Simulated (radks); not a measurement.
The numbers below are computed, except where a source is named.
Question: The mean radii <r> (bohr) of the occupied orbitals of an atom or ion are listed with their occupations. Level of theory: Dirac Kohn-Sham, BLYP, spin-unpolarised, spherical densities, finite nucleus; Fermi nuclear charge, rms radius of each element as measured or else 0.836 A^(1/3) + 0.57 fm (a radial shooting solver on a logarithmic mesh with Libxc functionals).

| orbital | occ. | <r> |
|---|---|---|
| 1s1/2 | 2 | 0.02611 |
| 2s1/2 | 2 | 0.1115 |
| 2p1/2 | 2 | 0.09380 |
| 2p3/2 | 4 | 0.09966 |
| 3s1/2 | 2 | 0.2940 |
| 3p1/2 | 2 | 0.2832 |
| 3p3/2 | 4 | 0.2942 |
| 3d3/2 | 4 | 0.2634 |
| 3d5/2 | 6 | 0.2668 |
| 4s1/2 | 1 | 0.6074 |

Name the element and its charge. Open shells, if any, fill j = l - 1/2 first.

Answer: Z = 55, caesium, charge +26: Cs26+ in [Ar] 3d10 4s1. The 1s radius gives Z: for a bare nucleus <r> = (2 gamma + 1)/(2Z) with gamma = sqrt(1 - (Z/c)^2), 0.02574 bohr for Z = 55, and screening makes it slightly larger (0.02611 here). The occupations add up to 29, and the charge is Z minus that.
